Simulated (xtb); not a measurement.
C₃F₆, charge +1, quartet, at a GFN2-xTB geometry of the parent state (a state made from the parent by changing its charge; the spin is typed, not shown lowest); xtb with GFN1-xTB.

xtb was given this input:
```
$ xtb mol.xyz --gfn 1 --chrg 1 --uhf 3 --json

# file mol.xyz
9

F      2.24180610    -0.01504848    -0.67225413
C      1.48256483     0.21210371     0.40084165
F      1.63666190     1.47421199     0.80383342
C      0.18045076    -0.40670960     0.49176153
F     -0.01977017    -1.37904404     1.38117812
C     -1.03302769    -0.07382793    -0.35157085
F     -2.07511199     0.30564498     0.39834754
F     -0.75958953     0.91672918    -1.19651435
F     -1.44398826    -1.12353778    -1.07527882
```

What the program printed (banner, timings and long lists left out):

```
   ID    Z sym.   atoms
    1    9 F      1, 3, 5, 7-9
    2    6 C      2, 4, 6

           -------------------------------------------------
          |                Calculation Setup                |
           -------------------------------------------------

           -------------------------------------------------
          |                 G F N 1 - x T B                 |
           -------------------------------------------------

          ...................................................
          :                      SETUP                      :
          :.................................................:
          :  # basis functions                  36          :
          :  # atomic orbitals                  36          :
          :  # shells                           18          :
          :  # electrons                        53          :
          :  # halogen bonds                     0          :
          :  max. iterations                   250          :
          :  Hamiltonian                  GFN1-xTB          :
          :  restarted?                      false          :
          :  GBSA solvation                  false          :
          :  PC potential                    false          :
          :  electronic temp.          300.0000000     K    :
          :  accuracy                    1.0000000          :
          :  -> integral cutoff          0.2500000E+02      :
          :  -> integral neglect         0.1000000E-07      :
          :  -> SCF convergence          0.1000000E-05 Eh   :
          :  -> wf. convergence          0.2000000E-04 e    :
          :  Broyden damping             0.4000000          :
          :  net charge                          1          :
          :  unpaired electrons                  3          :
          ...................................................

 iter      E             dE          RMSdq      gap      omega  full diag
   1    -36.2399806 -0.362400E+02  0.701E+00    7.81       0.0  T
   2    -36.4043768 -0.164396E+00  0.451E+00    7.44       1.0  T
   3    -36.4211325 -0.167557E-01  0.243E+00    7.87       1.0  T
   4    -36.4008296  0.203029E-01  0.121E+00    7.37       1.0  T
   5    -36.4364793 -0.356497E-01  0.306E-01    7.72       1.0  T
   6    -36.4377506 -0.127132E-02  0.197E-01    7.67       1.0  T
   7    -36.4382643 -0.513682E-03  0.129E-01    7.65       1.0  T
   8    -36.4385222 -0.257870E-03  0.704E-02    7.62       1.0  T
[...]
         :: total energy             -36.349781919563 Eh    ::
[...]
        33                         -0.2303002              -6.2668
        34                         -0.2087653              -5.6808
        35                         -0.1583727              -4.3095
        36                         -0.0078000              -0.2122
      -------------------------------------------------------------
                  HL-Gap            0.2792664 Eh            7.5992 eV
             Fermi-level           -0.6748019 Eh          -18.3623 eV

  Mulliken/CM5 charges         n(s)   n(p)   n(d)
     1F    -0.06775 -0.08830   1.825  5.243  0.000
     2C     0.46326  0.50333   1.006  2.531  0.000
     3F    -0.06752 -0.08808   1.825  5.243  0.000
     4C     0.29261  0.31895   1.078  2.629  0.000
     5F    -0.02156 -0.04341   1.828  5.194  0.000
     6C     0.68295  0.74143   1.002  2.315  0.000
     7F    -0.08652 -0.10689   1.814  5.272  0.000
     8F    -0.10833 -0.12957   1.808  5.300  0.000
     9F    -0.08714 -0.10747   1.815  5.273  0.000

Wiberg/Mayer (AO) data.
largest (>0.10) Wiberg bond orders for each atom

 ---------------------------------------------------------------------------
     #   Z sym  total        # sym  WBO       # sym  WBO       # sym  WBO
 ---------------------------------------------------------------------------
     1   9 F    1.338 --     2 C    1.091
     2   6 C    3.235 --     3 F    1.092     1 F    1.091     4 C    0.959
     3   9 F    1.338 --     2 C    1.092
     4   6 C    3.205 --     5 F    1.205     2 C    0.959     6 C    0.796
     5   9 F    1.438 --     4 C    1.205
     6   6 C    3.800 --     8 F    0.987     7 F    0.976     9 F    0.974
                             4 C    0.796
     7   9 F    1.269 --     6 C    0.976
     8   9 F    1.244 --     6 C    0.987
     9   9 F    1.268 --     6 C    0.974
 ---------------------------------------------------------------------------

Topologies differ in total number of bonds
Writing topology from bond orders to xtbtopo.mol

 dipole moment from electron density (au)
     X       Y       Z
   0.1713  -0.3317   0.4116  total (Debye):    1.412

           -------------------------------------------------
          | TOTAL ENERGY              -36.349781919563 Eh   |
          | GRADIENT NORM               0.100412187777 Eh/α |
          | HOMO-LUMO GAP               7.599224434305 eV   |
           -------------------------------------------------

normal termination of xtb
```
